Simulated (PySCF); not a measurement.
Computed with PBE-D3(BJ)/def2-TZVP // CAM-B3LYP-D3(BJ)/def2-TZVP (PySCF). All species are isolated molecules in the gas phase. One relaxed conformer stands for a flexible species; it need not be the lowest. Delta-SCF ions had no search for a lower state. Excitations are Tamm–Dancoff values on a coarser integration grid. The basis has no diffuse functions, so Rydberg states are missing or too high.

Reference species (SMILES): `BC(=C)C(=C)C` (neutral, multiplicity 1).

| Property | Result |
|---|---|
| LUMO | -2.92 eV |
| T1 excitation (TDA) | 2.71 eV |
| vertical ionisation energy (Delta-SCF) | 8.88 eV |
| HOMO–LUMO gap | 3.12 eV |

After one change: the LUMO decreases by 0.13 eV; the T1 excitation (TDA) decreases by 0.10 eV; the vertical ionisation energy (Delta-SCF) hardly moves; the HOMO–LUMO gap stays essentially unchanged.

### Question
Name the change that produced these shifts. The new species is one of these.
A) `BC(=C)/C=C\C`
B) `B/C(C=C)=C\C`
C) `B/C=C(\C)C=C`
D) `B/C=C/C=C\C`

### Answer
D, `B/C=C/C=C\C`
